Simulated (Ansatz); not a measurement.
FH₆InO₂Si₂, SMILES `[F][In]([O][SiH3])[O][SiH3]` at its PBE0-D4/def2-TZVP geometry, where that method's forces vanish. Total charge 0; spin multiplicity 1. In takes the def2 core potential.

| atom | x (Å) | y (Å) | z (Å) |
| --- | --- | --- | --- |
| F1 | 0.729 | -0.891 | 3.644 |
| In2 | 0.364 | -0.445 | 1.810 |
| O3 | 1.737 | 0.510 | 0.802 |
| Si4 | 1.817 | 1.149 | -0.704 |
| O5 | -1.360 | -0.969 | 1.059 |
| Si6 | -2.044 | -0.872 | -0.427 |
| H7 | 0.494 | 1.698 | -1.120 |
| H8 | 2.818 | 2.246 | -0.700 |
| H9 | 2.221 | 0.116 | -1.696 |
| H10 | -1.017 | -1.040 | -1.496 |
| H11 | -3.058 | -1.949 | -0.553 |
| H12 | -2.701 | 0.449 | -0.620 |

(1) For each bond, give half the difference of the two atoms' forces along it (eV/Å; positive pushes the atoms apart) under PBE-D4, r2SCAN-D4, B3LYP-D4, ωB97M-V in def2-TZVPP. (Estimate.)

Results:

(1) The calculation gave: 
```
   bond  length (Å)  PBE-D4  r2SCAN-D4  B3LYP-D4  ωB97M-V
 F1–In2       1.923    0.33       0.04      0.16     0.02
 In2–O3       1.952    0.06       0.06      0.09    -0.02
 In2–O5       1.952    0.06       0.06      0.09    -0.02
 O3–Si4       1.639    0.31       0.03      0.09     0.14
 Si4–H7       1.492   -0.02      -0.04     -0.09    -0.09
 Si4–H8       1.485    0.06      -0.02     -0.10    -0.16
 Si4–H9       1.488    0.01      -0.03     -0.09    -0.13
 O5–Si6       1.639    0.31       0.03      0.09     0.14
Si6–H10       1.492   -0.02      -0.04     -0.09    -0.09
Si6–H11       1.485    0.06      -0.02     -0.10    -0.16
Si6–H12       1.488    0.01      -0.03     -0.09    -0.13
```

B3LYP here is the variant with VWN-RPA as its local correlation; programs differ in this.

Results of the Gaussian-basis code of Ansatz.
